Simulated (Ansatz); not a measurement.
Cs₃ was relaxed with PBE (def2-TZVP) in Ansatz in these states: neutral doublet, neutral quartet. The geometries follow in no particular order.

In the def2 sets Cs takes a core potential; there is no spin–orbit coupling.

A:

Cartesian coordinates in Å:
```
Cs 2.989 -1.381 0.319
Cs -2.059 0.145 2.605
Cs -0.931 1.236 -2.924
```

B:

```xyz
3

Cs    0.1138   -0.7804   -3.2502
Cs    1.5654   -1.4611    1.4199
Cs   -1.6792    2.2415    1.8303
```

Q: Judge from the bond lengths which geometry belongs to which state (an estimate).

A: A is the neutral quartet (Cs1–Cs2 5.748 Å, Cs2–Cs3 5.748 Å); B is the neutral doublet (Cs1–Cs2 4.938 Å, Cs2–Cs3 4.940 Å).

At PBE0/def2-TZVP a doublet lies 0.51 eV below the neutral quartet. These are the stationary points nearest to one start from a short search; other shapes may lie lower in each state.
